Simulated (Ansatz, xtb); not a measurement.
C4H5Cl3Si: 3 structures ranked

3 gas-phase structures of C4H5Cl3Si, from a drawn sample of its isomers (lower ones may exist). Each was relaxed with GFN2-xTB; where two conformers were screened, the lower at r2SCAN-D4/def2-SVP is listed:

A. `C#CCC(Cl)(Cl)[SiH2]Cl`, a singlet
B. `[SiH3]CC#CC(Cl)(Cl)Cl`, a singlet
C. `C=C1[SiH2][C@@H]1C(Cl)(Cl)Cl`, a singlet

Question: Estimate their order in r2SCAN-D4/def2-SVP energy at these geometries, lowest first.

Answer: Calculated order at r2SCAN-D4/def2-SVP: A (0.0), C (35.6), B (39.2) kcal/mol.

Energies above the lowest of each column, in kcal/mol; the last columns are at B3LYP/def2-SVP geometries:

```csv
structure,GFN2-xTB,HF/STO-3G,r2SCAN-D4/def2-SVP,B3LYP/def2-SVP,CCSD(T)/def2-SVP + ΔMP2/def2-TZVPP
A,0.0,0.0,0.0,0.0,0.0
C,38.7,56.9,35.6,40.2,43.6
B,26.4,38.9,39.2,37.7,44.1
```

Every level run on A puts it lowest or level with the lowest. Flexible structures stand in one conformer each, not always the lowest. ΔMP2 is the change of the MP2 energy from the smaller to the larger basis.

Programs: Ansatz 0.2.0, xtb 6.7.1.
